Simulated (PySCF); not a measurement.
`O=CC1=CC2(C=C1)CCC2`, C9H10O

Molfile (atoms numbered from 1):
```
C9H10O
     RDKit          3D

 20 21  0  0  0  0  0  0  0  0999 V2000
    3.4073   -1.4280   -1.5773 O   0  0  0  0  0  0  0  0  0  0  0  0
    3.2279   -0.4436   -0.9015 C   0  0  0  0  0  0  0  0  0  0  0  0
    1.9114    0.0200   -0.4362 C   0  0  0  0  0  0  0  0  0  0  0  0
    0.7299   -0.5899   -0.7040 C   0  0  0  0  0  0  0  0  0  0  0  0
   -0.3826    0.1730   -0.0635 C   0  0  0  0  0  0  0  0  0  0  0  0
    0.3256    1.3048    0.6093 C   0  0  0  0  0  0  0  0  0  0  0  0
    1.6515    1.2091    0.3888 C   0  0  0  0  0  0  0  0  0  0  0  0
   -1.3736   -0.7311    0.7396 C   0  0  0  0  0  0  0  0  0  0  0  0
   -2.2740   -0.8135   -0.5024 C   0  0  0  0  0  0  0  0  0  0  0  0
   -1.5802    0.4517   -1.0294 C   0  0  0  0  0  0  0  0  0  0  0  0
    4.0921    0.1938   -0.5795 H   0  0  0  0  0  0  0  0  0  0  0  0
    0.6123   -1.4986   -1.2965 H   0  0  0  0  0  0  0  0  0  0  0  0
   -0.1883    2.0765    1.1850 H   0  0  0  0  0  0  0  0  0  0  0  0
    2.4232    1.8905    0.7526 H   0  0  0  0  0  0  0  0  0  0  0  0
   -1.8436   -0.1456    1.5435 H   0  0  0  0  0  0  0  0  0  0  0  0
   -0.9637   -1.6570    1.1674 H   0  0  0  0  0  0  0  0  0  0  0  0
   -2.0434   -1.6952   -1.1187 H   0  0  0  0  0  0  0  0  0  0  0  0
   -3.3621   -0.7745   -0.3494 H   0  0  0  0  0  0  0  0  0  0  0  0
   -2.1073    1.3643   -0.7143 H   0  0  0  0  0  0  0  0  0  0  0  0
   -1.3456    0.5289   -2.1005 H   0  0  0  0  0  0  0  0  0  0  0  0
  1  2  2  0
  2  3  1  0
  3  4  2  0
  4  5  1  0
  5  6  1  0
  6  7  2  0
  5  8  1  0
  8  9  1  0
  9 10  1  0
  7  3  1  0
 10  5  1  0
  2 11  1  0
  4 12  1  0
  6 13  1  0
  7 14  1  0
  8 15  1  0
  8 16  1  0
  9 17  1  0
  9 18  1  0
 10 19  1  0
 10 20  1  0
M  END
```

Computed with quadratic response CAM-B3LYP/aug-cc-pVDZ first hyperpolarisability, Taylor convention, gas phase (PySCF). Geometry: PBE0-D3(BJ)/def2-SVP.

Q: Give the tensor of the second harmonic β(−2ω;ω,ω) at 1064 nm in the axes of these coordinates.

A: In au, Taylor convention; rows are the first index (the induced dipole):
|  | xx | yy | zz | xy | xz | yz |
| --- | --- | --- | --- | --- | --- | --- |
| x | -479.1 | +8.3 | +2.9 | +35.1 | +87.2 | -25.3 |
| y | +14.7 | -105.2 | -30.0 | +8.1 | -19.5 | -20.7 |
| z | +72.9 | -20.5 | -77.6 | -22.0 | +1.6 | -29.7 |

Norm of βᵢ = ⅓ Σⱼ (βᵢⱼⱼ + βⱼᵢⱼ + βⱼⱼᵢ): 481.2 au, hyper-Rayleigh value 210.0 au.
